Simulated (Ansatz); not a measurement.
```xyz
5

O     0.2566   -1.6101    0.5553
W    -0.0130   -0.0574   -0.0619
O     1.1252    0.1821   -1.2912
F    -1.7172    0.0339   -0.7749
Cl    0.3483    1.4515    1.5727
```

Charge 0, multiplicity 1. W: def2 effective core potential.

Task: List the r2SCAN/def2-TZVPP orbital energies in eV (Ansatz). (Estimate.)

Result: Computed: Occupied: -2754.62, -667.52, -517.04, -517.04, -256.01, -194.52, -194.44, -194.42, -82.78, -46.62, -46.58, -46.34, -31.72, -25.16, -24.82, -22.29, -13.30, -12.47, -12.43, -11.72, -11.35, -11.10, -10.29, -10.24, -9.64, -9.27, -9.25, -8.50. Lowest empty: -3.60, -3.02, -2.36, -1.20, -0.84, -0.45, 2.48, 2.72.
